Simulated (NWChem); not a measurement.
System: ZrH₄S₂; SMILES [SH][ZrH2][SH]

NWChem printed, in part:

```
             Northwest Computational Chemistry Package (NWChem) 7.3.0
             --------------------------------------------------------

                             Geometry "geometry" -> ""
                             -------------------------

 Output coordinates in angstroms (scale by  1.889725989 to convert to a.u.)

  No.       Tag          Charge          X              Y              Z
 ---- ---------------- ---------- -------------- -------------- --------------
    1 Zr                  40.0000    -0.53981400    -0.11396300    -0.16745800
    2 H                    1.0000    -1.56416200     0.19757700    -1.68370600
    3 H                    1.0000    -1.59120000    -0.32270300     1.35244600
    4 S                   16.0000     0.84963300     1.85151100     0.15153100
    5 H                    1.0000     1.98891700     1.10458300     0.03930400
    6 S                   16.0000     0.78146100    -2.11808500    -0.44114700
    7 H                    1.0000     0.24295800    -2.41698400     0.78985800

 Effective nuclear repulsion energy (a.u.)     379.1423621458

                                 NWChem DFT Module
                                 -----------------

 Summary of "ao basis" -> "ao basis" (spherical)
 ------------------------------------------------------------------------------
       Tag                 Description            Shells   Functions and Types
 ---------------- ------------------------------  ------  ---------------------
 Zr                        def2-svpd                12       34   5s4p2d1f
 H                         def2-svpd                 4        8   2s2p
 S                         def2-svpd                11       27   5s4p2d

            General Information
            -------------------
          SCF calculation type: DFT
          Wavefunction type:  closed shell.
          No. of atoms     :     7
          No. of electrons :    48
           Alpha electrons :    24
            Beta electrons :    24
          Charge           :     0
          Spin multiplicity:     1
          Use of symmetry is: off; symmetry adaption is: off
          Maximum number of iterations: 150
          AO basis - number of functions:   120
                     number of shells:    50
          Convergence on energy requested:  1.00D-06
          Convergence on density requested:  1.00D-05
          Convergence on gradient requested:  5.00D-04

              XC Information
              --------------
                         B3LYP Method XC Potential
                     Hartree-Fock (Exact) Exchange  0.200
                        Slater Exchange Functional  0.800 local
                    Becke 1988 Exchange Functional  0.720 non-local
              Lee-Yang-Parr Correlation Functional  0.810
                  VWN I RPA Correlation Functional  0.190 local

             Grid Information
             ----------------
          Grid used for XC integration:  medium
          Radial quadrature: Mura-Knowles
          Angular quadrature: Lebedev.
          Tag              B.-S. Rad. Rad. Pts. Rad. Cut. Ang. Pts.
          ---              ---------- --------- --------- ---------
          Zr                  1.55      123          12.0       590
          H                   0.35       45          13.0       434
          S                   1.00       88          14.0       590
          Grid pruning is: on
          Number of quadrature shells:   479
          Spatial weights used:  Erf1

      Superposition of Atomic Density Guess
      -------------------------------------

 Sum of atomic energies:        -850.19981004

      Non-variational initial energy
      ------------------------------

 Total energy =    -843.424424
 1-e energy   =   -1489.190987
 2-e energy   =     489.269349
 HOMO         =      -0.319669
 LUMO         =      -0.014536

   convergence    iter        energy       DeltaE   RMS-Dens  Diis-err
 ---------------- ----- ----------------- --------- --------- ---------
 d= 0,ls=0.0,diis     1   -845.5356804751 -1.00D+03  2.90D-02  8.49D-01
 d= 0,ls=0.0,diis     2   -843.4850324688  2.05D+00  2.06D-02  1.63D+01
 d= 0,ls=0.0,diis     3   -845.6841413053 -2.20D+00  3.22D-03  8.39D-02
 d= 0,ls=0.0,diis     4   -845.6954302808 -1.13D-02  1.12D-03  2.12D-02
 d= 0,ls=0.0,diis     5   -845.6990252424 -3.59D-03  1.63D-04  1.86D-04
  Resetting Diis
 d= 0,ls=0.0,diis     6   -845.6990498627 -2.46D-05  5.17D-05  3.16D-05
 d= 0,ls=0.0,diis     7   -845.6990552960 -5.43D-06  2.60D-05  1.64D-06
 d= 0,ls=0.0,diis     8   -845.6990551370  1.59D-07  1.45D-05  2.72D-06
 d= 0,ls=0.0,diis     9   -845.6990555862 -4.49D-07  3.51D-06  1.30D-07

         Total DFT energy =     -845.699055586161
      One electron energy =    -1491.879463811371
           Coulomb energy =      548.406946546226
    Exchange-Corr. energy =      -58.723752760516
 Nuclear repulsion energy =      156.497214439501

 Numeric. integr. density =       47.999987399568

                       DFT Final Molecular Orbital Analysis
                       ------------------------------------

 Vector   22  Occ=2.000000D+00  E=-3.078492D-01
              MO Center= -9.0D-01, -1.2D-01, -4.0D-01, r^2= 3.7D+00
   Bfn.  Coefficient  Atom+Function         Bfn.  Coefficient  Atom+Function
  ----- ------------  ---------------      ----- ------------  ---------------
    21      0.420745  1 Zr d  1              35     -0.313297  2 H  s
    43      0.230976  3 H  s                 36     -0.165717  2 H  s
    97     -0.162835  6 S  px                 8     -0.155697  1 Zr pz
    64     -0.146428  4 S  pz                94     -0.126857  6 S  px
    44      0.123860  3 H  s                 61     -0.111816  4 S  pz

 Vector   23  Occ=2.000000D+00  E=-2.953331D-01
              MO Center=  4.5D-01, -1.4D+00, -4.8D-01, r^2= 3.7D+00
   Bfn.  Coefficient  Atom+Function         Bfn.  Coefficient  Atom+Function
  ----- ------------  ---------------      ----- ------------  ---------------
    97      0.387329  6 S  px                94      0.292425  6 S  px
    98      0.233917  6 S  py                99      0.230851  6 S  pz
    95      0.178602  6 S  py                96      0.176405  6 S  pz
    91      0.165517  6 S  px                64     -0.157491  4 S  pz
    35     -0.144648  2 H  s                 20     -0.125853  1 Zr d  0

 Vector   24  Occ=2.000000D+00  E=-2.889925D-01
              MO Center=  4.5D-01,  1.3D+00,  1.7D-02, r^2= 3.3D+00
   Bfn.  Coefficient  Atom+Function         Bfn.  Coefficient  Atom+Function
  ----- ------------  ---------------      ----- ------------  ---------------
    64      0.508287  4 S  pz                61      0.387633  4 S  pz
    58      0.219209  4 S  pz                 8     -0.164969  1 Zr pz
    19      0.156525  1 Zr d -1              35     -0.135661  2 H  s
    43      0.099908  3 H  s                 63     -0.090493  4 S  py
    67      0.079735  4 S  pz                17      0.072345  1 Zr pz

 Vector   25  Occ=0.000000D+00  E=-1.009853D-01
              MO Center= -6.3D-01, -1.2D-01, -1.5D-01, r^2= 2.8D+00
   Bfn.  Coefficient  Atom+Function         Bfn.  Coefficient  Atom+Function
  ----- ------------  ---------------      ----- ------------  ---------------
    22      0.644685  1 Zr d  2              20     -0.445838  1 Zr d  0
    27      0.178834  1 Zr d  2              25     -0.143494  1 Zr d  0
    79     -0.133984  5 H  s                 12     -0.132035  1 Zr px
    19      0.128458  1 Zr d -1              55      0.126100  4 S  s
    97     -0.115506  6 S  px                18      0.095322  1 Zr d -2

 Vector   26  Occ=0.000000D+00  E=-9.284211D-02
              MO Center= -3.9D-01, -2.1D-01, -1.8D-01, r^2= 2.8D+00
   Bfn.  Coefficient  Atom+Function         Bfn.  Coefficient  Atom+Function
  ----- ------------  ---------------      ----- ------------  ---------------
    19      0.722301  1 Zr d -1              20      0.336059  1 Zr d  0
    24      0.191358  1 Zr d -1              64     -0.171775  4 S  pz
   114      0.128280  7 H  s                 22      0.120607  1 Zr d  2
    61     -0.113171  4 S  pz               113      0.102464  7 H  s
    90     -0.095516  6 S  s                  5      0.088400  1 Zr s

 Vector   27  Occ=0.000000D+00  E=-8.543784D-02
              MO Center= -5.8D-01,  7.9D-02, -7.9D-02, r^2= 4.5D+00
   Bfn.  Coefficient  Atom+Function         Bfn.  Coefficient  Atom+Function
  ----- ------------  ---------------      ----- ------------  ---------------
    18      0.564912  1 Zr d -2              98      0.237303  6 S  py
    20      0.226249  1 Zr d  0              13     -0.207102  1 Zr py
     7      0.175711  1 Zr py                23      0.173454  1 Zr d -2
    19     -0.147437  1 Zr d -1              79     -0.142320  5 H  s
    95      0.137032  6 S  py                16     -0.135222  1 Zr py

     Multipole analysis of the density
     ---------------------------------

     L   x y z        total         alpha         beta         nuclear
     -   - - -        -----         -----         ----         -------
     0   0 0 0      0.000000    -24.000000    -24.000000     48.000000

     1   1 0 0      0.132635    -17.599076    -17.599076     35.330788
     1   0 1 0     -0.281336      6.539766      6.539766    -13.360867
     1   0 0 1      0.189638      5.901427      5.901427    -11.613217

[...]

 DFT Linear Response polarizability / au
 Frequency  =       0.0000000 / au
              X              Y              Z
 -----------------------------------------------
 X      91.7417838      2.0109162      1.2154394
 Y       2.0108954    110.4633433      2.0606041
 Z       1.2154722      2.0606119     80.4018070
 -----------------------------------------------
 Eigenvalues =      91.6139192    110.8329665     80.1600485
 Isotropic   =      94.2023114
 Anisotropic =      26.8457709
 -----------------------------------------------

 Magnetic Dipole Response Matrix (nonzero elements):

 Exiting AOResponse driver routine
```

Level: B3LYP/def2-SVPD with def2 effective core potentials on Zr. All runs use the structure optimised with PBE-D3(BJ)/def2-SVP. def2 effective core potentials on Zr; no spin-orbit coupling.

Problem. Reconstruct the input file.

Solution. One answer among several that fit: the input that was run:
```
start job
memory heap 200 mb stack 900 mb global 1100 mb
geometry units angstroms noautosym nocenter noautoz
  Zr    -0.539814    -0.113963    -0.167458
  H     -1.564162     0.197577    -1.683706
  H     -1.591200    -0.322703     1.352446
  S      0.849633     1.851511     0.151531
  H      1.988917     1.104583     0.039304
  S      0.781461    -2.118085    -0.441147
  H      0.242958    -2.416984     0.789858
end
basis spherical
  * library def2-svpd
end
ecp
  Zr library def2-ecp
end
dft
  xc b3lyp
  iterations 150
end
property
  response 1 0.0
end
task dft property
```
